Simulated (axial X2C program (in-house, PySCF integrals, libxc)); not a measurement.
# Ionising the radicals of a process plasma

Computed with an axial X2C code built on PySCF integrals, spin-free (one-electron X2C) or two-component (2c: spin–orbit coupling with atomic mean-field Coulomb and Gaunt terms, which also bring small scalar terms), in Dyall basis sets with cores contracted in-house; open shells are unrestricted.

Level PBE0, spin-free. Basis sets: As dyall-cv3z, B dyall-v3z, Br dyall-cv3z, C dyall-v3z, Co dyall-cv3z, H dyall-v3z, N dyall-av3z, O dyall-av3z, P dyall-v3z, S dyall-av3z, Se dyall-cv3z, Si dyall-v3z, Y dyall-cv3z, Zr dyall-cv3z.

| species | state | ion state | adiabatic IE with zero-point terms (eV) | D0 (eV) | D0 of the ion (eV) |
| --- | --- | --- | --- | --- | --- |
| YB | M_S = 2, Λ = 0 | M_S = 3/2, Λ = 0 | 6.06 | n/a | n/a |
| ZrH | M_S = 3/2, Λ = 0 | M_S = 1, Λ = 2 | 6.58 | n/a | n/a |
| AsSe | M_S = 1/2, Λ = 1 | M_S = 0, Λ = 0 | 7.76 | 3.38 | 5.24 |
| CoP | M_S = 2, Λ = 2 | M_S = 1/2, Λ = 2 | 7.81 | n/a | n/a |
| PS | M_S = 1/2, Λ = 1 | M_S = 0, Λ = 0 | 8.07 | 4.30 | 6.62 |
| NO | M_S = 1/2, Λ = 1 | M_S = 0, Λ = 0 | 9.52 | 6.45 | 10.77 |
| Br₂ | M_S = 0, Λ = 0 | M_S = 1/2, Λ = 1 | 10.47 | 2.23 | 3.55 |
| CH | M_S = 1/2, Λ = 1 | M_S = 0, Λ = 0 | 10.89 | 3.32 | 3.94 |
| SiO | M_S = 0, Λ = 0 | M_S = 1/2, Λ = 0 | 11.39 | 7.69 | 4.51 |

Problem. Which of these can a metastable argon atom (³P2, 11.55 eV, NIST) ionise on energy grounds?

Solution. At PBE0, spin-free, IE lies below 11.55 eV for YB, ZrH, AsSe, CoP, PS, NO, Br₂, CH, SiO. Within the error of the method (some tenths of an eV) the answer is open for SiO.

Problem. Which of these can a metastable xenon atom (³P2, 8.32 eV, NIST) ionise on energy grounds?

Solution. At PBE0, spin-free, IE lies below 8.32 eV for YB, ZrH, AsSe, CoP, PS. Within the error of the method (some tenths of an eV) the answer is open for PS.

Problem. Give the threshold for dissociative ionisation to the lowest fragments, IE + D0(ion).

Solution. At PBE0, spin-free: AsSe → Se+ + As: 13.00 eV; PS → S+ + P: 14.69 eV; NO → O+ + N: 20.29 eV; Br₂ → Br+ + Br: 14.02 eV; CH → C+ + H: 14.83 eV; SiO → Si+ + O: 15.90 eV.

Each entry is the lowest single determinant of a limited PBE0 search at one distance. De goes to single-determinant-based atoms at the same level (for ions the charge split of lowest energy) and is withheld (n/a) where an atom does not fit its ground term or J level. Main or longest-lived isotopes. One determinant is a doubtful description, or other states lie close, for YB, YB⁺, ZrH, ZrH⁺, AsSe, CoP, CoP⁺, PS, CH; these need not be ground states, and all values refer to the states named. The functionals have no current term, which raises determinants with orbital currents. These values were not checked against measured ones; errors of some tenths of an eV are usual, and D0 of doubtful transition-metal species is not given. Spin-free thresholds lack the spin–orbit lowering of heavy atomic ions, up to half an eV for Sn⁺ or Sb⁺.
